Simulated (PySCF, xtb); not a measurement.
CH3Cd, SMILES [CH3][Cd] (connectivity only; charge and spin as stated), neutral, multiplicity 2.

Harmonic wavenumbers (cm⁻¹) from xtb with GFN2-xTB at its own minimum, in rising order: 272, 371, 371, 1039, 1462, 1462, 2971, 2991, 2992.

**Question.** What does PySCF with PBE-D3(BJ)/def2-TZVP give at its own minimum? (An estimate is asked for; the answer gives what the named calculation found.)

**Answer.** 314, 567, 567, 979, 1383, 1383, 2993, 3116, 3116. Paired by order, the mean absolute difference is 103 cm⁻¹ and the zero-point energies are 19.9 and 20.6 kcal/mol.
